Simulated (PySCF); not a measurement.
B(F)2(OEt) (C2H5BF2O), SMILES CCOB(F)F. Atoms are numbered in the order given.

```xyz
11

B      0.6235    -0.0963     0.7184
F     -0.0843    -1.1796     1.0461
F      1.8400     0.0298     1.2300
O      0.1398     0.8519    -0.0982
C     -1.1484     0.7203    -0.6988
C     -1.0945    -0.1877    -1.9147
H     -1.8693     0.3381     0.0431
H     -1.4604     1.7367    -0.9819
H     -0.8154    -1.2121    -1.6226
H     -2.0787    -0.2284    -2.4070
H     -0.3563     0.1848    -2.6414
```

Geometry: ωB97X-D3(BJ)/def2-SVP. Other conformers were not sampled.

Two levels are set side by side: PBE/pcSseg-1 (PySCF) and HF/pcSseg-1 (PySCF). GIAO shifts against BF3 (¹¹B), CFCl3 (¹⁹F), H2O (¹⁷O), TMS (¹H), TMS (¹³C) at the same level; non-relativistic, no solvent, atoms listed together averaged. Differences are taken from unrounded values.

```tsv
quantity	HF
δ(¹¹B) of B1 (ppm)	3.4
δ(¹⁷O) of O4 (ppm)	73.0
δ(¹³C) of C5 (ppm)	58.8
δ(¹³C) of C6 (ppm)	21.0
```

### Question
What does PBE give, and how far is it from HF? (An estimate is asked for; the answer gives what the named calculation found.)

### Answer

```tsv
quantity	PBE	PBE minus HF
δ(¹¹B) of B1 (ppm)	2.4	-1.0
δ(¹⁷O) of O4 (ppm)	123.2	50.2
δ(¹³C) of C5 (ppm)	67.8	9.0
δ(¹³C) of C6 (ppm)	21.3	0.3
```

Rough cost on one machine, each run with all the roots and properties that it gave: HF against PBE within a factor of 2.
